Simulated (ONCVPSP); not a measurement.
How hard is this Cu ONCV potential?

copper (Cu), optimised norm-conserving Vanderbilt (ONCV), made with ONCVPSP 4.0.1 (PBEsol, fully relativistic). Core [Ar], reference 3d10 4s1. Waves: 4s: rc 2.30 bohr, ncon 4, nbas 8, qcut 3.5 1/bohr, 3 projectors, debl 3 Ha; p scattering state at 0.14 Ha: rc 2.25 bohr, ncon 4, nbas 8, qcut 4.4 1/bohr, 2 projectors, debl 1.9 Ha; 3d: rc 1.20 bohr, ncon 4, nbas 9, qcut 10.9 1/bohr, 1 projector. Local part: polynomial inside 0.85 bohr (lpopt 5, dvloc0 2 Ha). Core correction: Teter function, fcfact 4, rcfact 1.4.

Open shells are filled in proportion to 2j + 1.

Q: For each optimised wave give the share of its norm inside rc, the residual kinetic energy above qcut (Ha) and the cutoffs (Ha) for errors of 10, 1, 0.1 and 0.01 mHa per electron.

A:

```tsv
wave	norm inside rc	residual KE	10 mHa	1 mHa	0.1 mHa	0.01 mHa
4s	0.349	1.5e-04	2.8	4.7	7.5	29.1
s projector 2	0.186	2.9e-02	7.4	21.5	41.0	46.9
s projector 3	0.118	3.9e-01	14.3	41.9	52.5	58.0
p projector 1 j=3/2	0.313	5.9e-06	1.5	4.8	7.5	9.4
p projector 2 j=3/2	0.152	1.1e-04	5.4	7.1	13.4	50.8
p projector 1 j=1/2	0.321	8.1e-06	1.5	5.0	7.7	9.6
p projector 2 j=1/2	0.153	9.2e-05	5.4	7.2	9.8	48.3
3d j=5/2	0.702	4.3e-04	48.0	56.1	152.5	330.7
3d j=3/2	0.708	4.4e-04	48.1	56.1	152.8	288.8
```

The occupied waves need 56 Ha and 153 Ha for 1 and 0.1 mHa. Note: no bound ghost flagged; GHOST(+) flagged for s at 61.1 eV, p3/2 at 70.4 eV, p1/2 at 74.0 eV. 1 of 4 tests not solved or not reliable.
